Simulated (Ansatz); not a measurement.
Input file:

```yaml
crystal:
  periodic: [false, false, false]
  atoms:
    - { symbol: W, position_ang: [0.0, 0.0, 0.0] }
    - { symbol: H, position_ang: [0.0, 0.0, 2.07] }
    - { symbol: H, position_ang: [1.72, 0.0, 0.0] }
    - { symbol: H, position_ang: [0.0, 1.72, 0.0] }
    - { symbol: H, position_ang: [-1.72, 0.0, 0.0] }
    - { symbol: H, position_ang: [0.0, -1.72, 0.0] }
    - { symbol: H, position_ang: [0.0, 0.0, -1.72] }
    - { symbol: Br, position_ang: [1.8861, 1.9648, 0.905] }
    - { symbol: H, position_ang: [0.6964, 0.7254, 2.129] }
basis:
  gaussian: { orbitals: def2-SVP }
hamiltonian:
  xc: hf
relax:
  f_tol: 0.15
  max_steps: 25
  restrain:
    - { distance: [0, 7], at: 2.57, k: 30.0 }
    - { distance: [8, 1], at: 0.66, k: 30.0 }
    - { distance: [0, 1], at: 2.92, k: 30.0 }
    - { distance: [8, 7], at: 2.75, k: 30.0 }
```

Run as:

```bash
$ ansatz run input.yaml --threads 1 --pin off --max-ram 2048MiB --backend cpu --events-out ev --progress --plain --runs-dir out
```

Hardware: 1 thread of Arm Neoverse V1 (shared host).

Q: Roughly how long does this run take, and how much memory?

A: 39 s, with a peak of 0.24 GiB, for 11 ionic steps.
